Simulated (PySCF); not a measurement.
A calculated (BLYP, PySCF 2.14, aug-cc-pVTZ with one added diffuse shell each of s, p, d, f type, no relativity, point nucleus) atom or ion has these occupied shells.

| shell | electrons | orbital energy (eV) | rms radius, mean of both spins (bohr) |
| --- | --- | --- | --- |
| 1s α | 1 | -273.42 | 0.315 |
| 1s β | 1 | -272.72 | 0.315 |
| 2s α | 1 | -14.186 | 1.75 |
| 2s β | 1 | -11.881 | 1.75 |
| 2p α | 2 | -5.935 | 1.99 |

Name the element and its charge.

C (carbon, neutral), in [He] 2s2 2p2, high-spin 3P determinant.
